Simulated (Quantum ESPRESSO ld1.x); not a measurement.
Tl+, configuration [Xe] 4f14 5d10 6s1.5 6p0.5 (fractional occupations, a model configuration).

All-electron calculation, Dirac Kohn-Sham, LDA (Slater exchange, Perdew-Zunger correlation), spin-unpolarised, spherical densities, point nucleus; open shells fill j = l - 1/2 first. Program: ld1.x of Quantum ESPRESSO 7.5.

Energy parts (eV):
part                    energy
total                  -551779
kinetic                 639483
electron-nucleus      -1394174
Hartree                 212997
exchange-correlation    -10084

Orbitals (lengths in bohr, moments of r in powers of bohr; <r^-3> diverges for s and p1/2; r(max) is where P^2 peaks):
1s1/2: occ. 2; eigenvalue (eV) -85431.1; <r^4> 3.762e-07; <r> 0.01632; r(max) 0.01003
2s1/2: occ. 2; eigenvalue (eV) -15205.9; <r^4> 0.00005421; <r> 0.06809; r(max) 0.05838
2p1/2: occ. 2; eigenvalue (eV) -14598.9; <r^4> 0.00003204; <r> 0.05591; r(max) 0.04280
2p3/2: occ. 4; eigenvalue (eV) -12535.1; <r^-3> 22380; <r^4> 0.00005097; <r> 0.06470; r(max) 0.05041
3s1/2: occ. 2; eigenvalue (eV) -3634.88; <r^4> 0.001964; <r> 0.1771; r(max) 0.1643
3p1/2: occ. 2; eigenvalue (eV) -3360.97; <r^4> 0.001704; <r> 0.1675; r(max) 0.1531
3p3/2: occ. 4; eigenvalue (eV) -2902.23; <r^-3> 5255; <r^4> 0.002398; <r> 0.1836; r(max) 0.1685
3d3/2: occ. 4; eigenvalue (eV) -2449.47; <r^-3> 921.5; <r^4> 0.001577; <r> 0.1595; r(max) 0.1309
3d5/2: occ. 6; eigenvalue (eV) -2351.44; <r^-3> 756.3; <r^4> 0.001747; <r> 0.1644; r(max) 0.1351
4s1/2: occ. 2; eigenvalue (eV) -816.764; <r^4> 0.04344; <r> 0.3917; r(max) 0.3695
4p1/2: occ. 2; eigenvalue (eV) -698.860; <r^4> 0.04598; <r> 0.3932; r(max) 0.3672
4p3/2: occ. 4; eigenvalue (eV) -587.075; <r^-3> 1284; <r^4> 0.06399; <r> 0.4278; r(max) 0.3987
4d3/2: occ. 4; eigenvalue (eV) -394.482; <r^-3> 203.6; <r^4> 0.07467; <r> 0.4336; r(max) 0.3903
4d5/2: occ. 6; eigenvalue (eV) -373.629; <r^-3> 163.2; <r^4> 0.08242; <r> 0.4448; r(max) 0.4000
5s1/2: occ. 2; eigenvalue (eV) -139.030; <r^4> 1.076; <r> 0.8768; r(max) 0.8079
4f5/2: occ. 6; eigenvalue (eV) -124.708; <r^-3> 35.26; <r^4> 0.1337; <r> 0.4646; r(max) 0.3552
4f7/2: occ. 8; eigenvalue (eV) -120.105; <r^-3> 33.43; <r^4> 0.1415; <r> 0.4711; r(max) 0.3597
5p1/2: occ. 2; eigenvalue (eV) -99.3090; <r^4> 1.490; <r> 0.9404; r(max) 0.8489
5p3/2: occ. 4; eigenvalue (eV) -78.8610; <r^-3> 230.7; <r^4> 2.216; <r> 1.036; r(max) 0.9276
5d3/2: occ. 4; eigenvalue (eV) -24.9858; <r^-3> 22.54; <r^4> 8.102; <r> 1.350; r(max) 1.096
5d5/2: occ. 6; eigenvalue (eV) -22.7522; <r^-3> 17.38; <r^4> 9.640; <r> 1.405; r(max) 1.131
6s1/2: occ. 1.5; eigenvalue (eV) -17.1471; <r^4> 61.75; <r> 2.368; r(max) 2.039
6p1/2: occ. 0.5; eigenvalue (eV) -9.9709; <r^4> 155.8; <r> 2.937; r(max) 2.454
6p3/2: occ. 0; eigenvalue (eV) -8.4177; <r^-3> 17.10; <r^4> 240.3; <r> 3.283; r(max) 2.758

The highest occupied level is 6p1/2 at -9.971 eV. The density falls to 0.001 e/bohr^3 at r = 4.06 bohr. Summed over all electrons, <r^2> = 53.54 bohr^2, which gives a Langevin (diamagnetic) susceptibility term of -42.4 x 10^-6 cm^3/mol.
